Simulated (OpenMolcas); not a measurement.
**Predicting a hybrid from its neighbours: Ge2SiH8**

The species is Ge2SiH8 (11 atoms), meant as a singlet with charge 0. As SMILES, `[GeH3][SiH2][GeH3]`. The coordinates come from a PBE0-D4/def2-TZVP relaxation.

The HOMO–LUMO gap y, in eV, basis cc-pVDZ; a is the functional's share of exact exchange. Programs: OpenMolcas 26.06.

| functional | program | a | y (eV) |
| --- | --- | --- | --- |
| TPSS | OpenMolcas | 0 | 6.41 |
| PBE | OpenMolcas | 0 | 6.14 |
| B3LYP | OpenMolcas | 0.2 | 7.58 |
| PBE0 | OpenMolcas | 0.25 | ? |
| BHLYP | OpenMolcas | 0.5 | 9.81 |

Task: Fit y = c + s·a to the known rows and predict PBE0.

Result: 
1. Means of the 4 rows: a = 0.1750, y = 7.485.
2. Σ(Δa)² = 0.1675, Σ(Δa·Δy) = 1.1815, so the slope is 1.1815/0.1675 = 7.0537.
3. Intercept: 7.485 − (7.0537) × 0.1750 = 6.251. The largest residual of the fit is 0.16.
4. PBE0: 6.251 + (7.0537) × 0.25 = 8.01 eV.

The run gave 7.99 eV, so the prediction is off by +0.02 eV, within the largest residual. Exact exchange lowers occupied levels and raises empty ones. The rows mix families of semi-local functionals, which the line can't see.
